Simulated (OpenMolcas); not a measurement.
Fe2+ (d6) among equal point charges was computed by CASSCF with the d shell active (OpenMolcas, ANO-RCC-VDZP on the metal). Its lowest spin-free states, and all those of the highest spin:

| 2S+1 | Degeneracy | E (cm-1) |
| --- | --- | --- |
| 5 | 2 | 0.0 |
| 5 | 2 | 5260 |
| 5 | 1 | 8220 |
| 3 | 2 | 23271 |
| 3 | 1 | 23414 |
| 3 | 2 | 23569 |
| 3 | 2 | 23762 |
| 3 | 2 | 24676 |
| 3 | 1 | 26238 |
| 3 | 2 | 27008 |
| 3 | 2 | 27048 |
| 3 | 2 | 28302 |

**Question.** Is the site octahedral, tetrahedral or cube-like, axial, or of lower symmetry?

**Answer.** The states with 2S+1 = 5 have orbital degeneracies 2, 2, 1. There are pairs but no triples, so the site is axial: not cubic, but with a proper or improper axis of order three or more. The run had Fe2+ among 2 point charges of -0.8 e arranged as a linear pair (D∞h), 1.77 Å from the ion.

Without dynamic correlation the repulsion within the d shell is too large (B by tens of per cent), so at a given field states of lower spin stand too high. This is an electrostatic model: the charges have no orbitals. No measured value stands beside these numbers.
